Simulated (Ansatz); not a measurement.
Reactions of C₂H₈BNO (`CBOCN`).

Calculated with Ansatz (gas phase, PBE0-D4/def2-TZVP geometries, no zero-point term in ΔE). CCSD(T)/CBS is the MP2 limit (def2-TZVPP, def2-QZVPP) plus CCSD(T) − MP2 in def2-TZVPP, frozen cores. This one scheme is used for every species. Functionals use def2-TZVPP. Elements past krypton have def2 core potentials. For Br, Mo outer-core shells are correlated without core-valence functions, which leaves a few kJ/mol of doubt a bond. Scalar relativity is left out up to krypton. One conformer a species, not always the lowest.

```tsv
reaction	ωB97X-V (kcal/mol)	PBE0-D4 (kcal/mol)	HF/CBS(def2) (kcal/mol)	CCSD/CBS(def2) (kcal/mol)
`CBOCN` + `C=C([SiH3])Br` → `C=C(Br)BC` + `NCO[SiH3]`	5.2	5.7	3.1	4.9
`CBOCN` + `N[SiH](O)O` → `CN[SiH](O)O` + `BOCN`	17.6	18.3	17.2	18.7
`CBOCN` + CH₃NH₂ → `CNCN` + `CBO`	-4.7	-5.4	-3.0	-5.0
`CBOCN` + `[NH]=[Mo](=[NH])([NH2])[OH]` → `C[O][Mo](=[NH])(=[NH])[NH2]` + `BOCN`	20.0	20.9	19.3	21.5
```

(1) Give the CCSD(T)/CBS values in the same order. (An estimate is asked.)

Largest T1 diagnostic: 0.022, for `[NH]=[Mo](=[NH])([NH2])[OH]`.

## Answers

(1) Ansatz gave: 5.2, 18.6, -5.2, 20.9 kcal/mol.
